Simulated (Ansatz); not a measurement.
Ideal-gas functions of CH3FOSi, SMILES `O=C[SiH2]F` at 800 K and 1 bar, from an Ansatz frequency run at PBE0-D4/def2-TZVP.

Molar mass 78.12 g/mol, point group Cs (symmetry number 1), electronic degeneracy 1, moments of inertia 24.155, 161.039, 179.143 u Å². Harmonic wavenumbers (cm⁻¹, unscaled): 70, 146, 328, 485, 709, 715, 856, 905, 907, 949, 1383, 1776, 2254, 2266, 2855.

Use S(trans) = R[1.5 ln M + 2.5 ln T − 1.1517]; rotational temperatures θ = 24.2544 K / I; S(rot) = R[ln(√π/σ · √(T³/θAθBθC)) + 1.5]; for each mode x = 1.438777 ν̃/T, S = R[x/(eˣ − 1) − ln(1 − e⁻ˣ)] and H = RT x/(eˣ − 1); 1 cm⁻¹ = 0.0119627 kJ/mol; R = 8.31446 J/(mol·K).

Question: By hand: the entropy, in J/(mol·K).

Answer: Translation 183.7. Rotation: θ = 1.0041, 0.1506, 0.1354 K, giving 116.8. Vibration, mode by mode: 25.55, 19.46, 12.82, 9.71, 6.84, 6.77, 5.50, 5.13, 5.11, 4.81, 2.60, 1.48, 0.74, 0.73, 0.30, in all 107.5. Electronic 0.0. Sum 408.0 J/(mol·K).

Question: By hand: H − E and G − E in kJ/mol, counted from the electronic energy.

Answer: Zero-point energy ½ × 16604 × 0.0119627 = 99.3; thermal vibration 41.8; translation, rotation and pV give 4 RT = 26.6. H − E = 167.7 kJ/mol, and G − E = 167.7 − 800 × 408.0/1000 = -158.7 kJ/mol.

Vibration gives 26 % of the entropy, 45.0 J/(mol·K) of it from the modes under 150 cm⁻¹: soft modes count most, and the harmonic formula is weakest for them. The sum counts one conformer and one mirror image; others add a mixing term.
